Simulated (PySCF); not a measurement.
aminoborane (H4BN), singlet, at a GFN2-xTB geometry, atoms displaced at random by about 0.03 Å a coordinate; R2SCAN/cc-pVDZ, gradient (PySCF).

The PySCF input:
```python
from pyscf import gto, scf, dft

mol = gto.Mole()
mol.atom = '''
    B    -0.800886    0.092312   -0.050894
    N     0.599445   -0.047621   -0.045111
    H    -1.425446   -0.927759   -0.020256
    H    -1.273870    1.121103    0.043643
    H     1.221572    0.722225    0.009203
    H     1.085394   -0.942270    0.010637
'''
mol.basis = 'cc-pvdz'
mol.charge = 0
mol.spin = 0
mol.verbose = 4
mol.build()

mf = dft.RKS(mol)
mf.xc = 'r2scan'
mf.conv_tol = 1e-11
mf.kernel()
g = mf.nuc_grad_method()
grad = g.kernel()
```

What the program printed (banner, timings and long lists left out):

```
PySCF version 2.14.0

[INPUT] verbose = 4
[INPUT] num. atoms = 6
[INPUT] num. electrons = 16
[INPUT] charge = 0
[INPUT] spin (= nelec alpha-beta = 2S) = 0
[INPUT] symmetry False subgroup None
[INPUT] Mole.unit = angstrom
[INPUT] Symbol           X                Y                Z      unit          X                Y                Z       unit  Magmom
[INPUT]  1 B     -0.800886000000   0.092312000000  -0.050894000000 AA   -1.513455196998   0.174444398011  -0.096175721384 Bohr   0.0
[INPUT]  2 N      0.599445000000  -0.047621000000  -0.045111000000 AA    1.132786876740  -0.089990647778  -0.085247435205 Bohr   0.0
[INPUT]  3 H     -1.425446000000  -0.927759000000  -0.020256000000 AA   -2.693702545357  -1.753210419600  -0.038278292379 Bohr   0.0
[INPUT]  4 H     -1.273870000000   1.121103000000   0.043643000000 AA   -2.407265418300   2.118577627428   0.082473317254 Bohr   0.0
[INPUT]  5 H      1.221572000000   0.722225000000   0.009203000000 AA    2.308436521437   1.364807450314   0.017391149524 Bohr   0.0
[INPUT]  6 H      1.085394000000  -0.942270000000   0.010637000000 AA    2.051097397246  -1.780632235394   0.020101016787 Bohr   0.0

nuclear repulsion = 32.2351005212425
number of shells = 22
number of NR pGTOs = 80
number of NR cGTOs = 48
basis = cc-pvdz
ecp = {}

******** <class 'pyscf.dft.rks.RKS'> ********
method = RKS
initial guess = minao
damping factor = 0
level_shift factor = 0
DIIS = <class 'pyscf.scf.diis.CDIIS'>
diis_start_cycle = 1
diis_space = 8
diis_damp = 0
SCF conv_tol = 1e-11
SCF conv_tol_grad = None
SCF max_cycles = 50
direct_scf = True
direct_scf_tol = 1e-13
XC library pyscf.dft.libxc version 7.1.2
    S. Lehtola, C. Steigemann, M. J. T. Oliveira, and M. A. L. Marques,  SoftwareX 7, 1–5 (2018)
XC functionals = r2scan
    J. W. Furness, A. D. Kaplan, J. Ning, J. P. Perdew, and J. Sun,  J. Phys. Chem. Lett. 11, 8208–8215 (2020)
    J. W. Furness, A. D. Kaplan, J. Ning, J. P. Perdew, and J. Sun,  J. Phys. Chem. Lett. 11, 9248–9248 (2020)
    J. W. Furness, A. D. Kaplan, J. Ning, J. P. Perdew, and J. Sun,  J. Phys. Chem. Lett. 11, 8208–8215 (2020)
    J. W. Furness, A. D. Kaplan, J. Ning, J. P. Perdew, and J. Sun,  J. Phys. Chem. Lett. 11, 9248–9248 (2020)
radial grids:
    Treutler-Ahlrichs [JCP 102, 346 (1995); DOI:10.1063/1.469408] (M4) radial grids

becke partition: Becke, JCP 88, 2547 (1988); DOI:10.1063/1.454033
pruning grids: <function nwchem_prune>
grids dens level: 3
symmetrized grids: False
atomic radii adjust function: <function treutler_atomic_radii_adjust>
small_rho_cutoff = 0
Set gradient conv threshold to 3.16228e-06
Initial guess from minao.
tot grids = 67184
init E= -81.9156558865209
  HOMO = -0.351716928085264  LUMO = -0.0898991273474827  gap/eV = 7.12443
cycle= 1 E= -81.9482805493297  delta_E= -0.0326  |g|= 0.349  |ddm|= 2.04
  HOMO = -0.191724796437062  LUMO = 0.0465966093409134  gap/eV = 6.48506
cycle= 2 E= -81.9314945184951  delta_E= 0.0168  |g|= 0.46  |ddm|= 0.593
  HOMO = -0.271882438802789  LUMO = 0.00153211136881604  gap/eV = 7.43999
cycle= 3 E= -81.9779126213649  delta_E= -0.0464  |g|= 0.0909  |ddm|= 0.339
  HOMO = -0.266638365526701  LUMO = -0.00534329629702279  gap/eV = 7.11020
cycle= 4 E= -81.9803496654719  delta_E= -0.00244  |g|= 0.00845  |ddm|= 0.0801
  HOMO = -0.265860334744696  LUMO = -0.00484691546321558  gap/eV = 7.10254
cycle= 5 E= -81.9803711207612  delta_E= -2.15e-05  |g|= 0.0016  |ddm|= 0.0124
  HOMO = -0.26632552357552  LUMO = -0.00506002980455733  gap/eV = 7.10940
cycle= 6 E= -81.9803720328382  delta_E= -9.12e-07  |g|= 0.000145  |ddm|= 0.00188
  HOMO = -0.266330940493806  LUMO = -0.00506711033913865  gap/eV = 7.10935
cycle= 7 E= -81.980372039237  delta_E= -6.4e-09  |g|= 4.81e-05  |ddm|= 0.000239
  HOMO = -0.266330515125274  LUMO = -0.00506883166014216  gap/eV = 7.10929
cycle= 8 E= -81.9803720399334  delta_E= -6.96e-10  |g|= 5.01e-06  |ddm|= 5.03e-05
  HOMO = -0.266331054358334  LUMO = -0.00506925003866421  gap/eV = 7.10930
cycle= 9 E= -81.9803720399406  delta_E= -7.19e-12  |g|= 8.93e-07  |ddm|= 6.27e-06
  HOMO = -0.266330814786091  LUMO = -0.00506917778249516  gap/eV = 7.10929
Extra cycle  E= -81.9803720399405  delta_E= 1.14e-13  |g|= 1.3e-06  |ddm|= 1.61e-06
converged SCF energy = -81.9803720399405

******** <class 'pyscf.grad.rks.Gradients'> for <class 'pyscf.dft.rks.RKS'> ********
unit = Eh/Bohr
grid_response = False
--------------- RKS gradients ---------------
         x                y                z
0 B    -0.0323940869     0.0376578441    -0.0069172685
1 N     0.0201574376     0.0155036520     0.0001408575
2 H     0.0055290677     0.0036302489     0.0030511565
3 H     0.0149160734    -0.0352761212     0.0017523227
4 H    -0.0133257503    -0.0174716295    -0.0006074363
5 H     0.0049777864    -0.0039278572     0.0026229813
----------------------------------------------
```
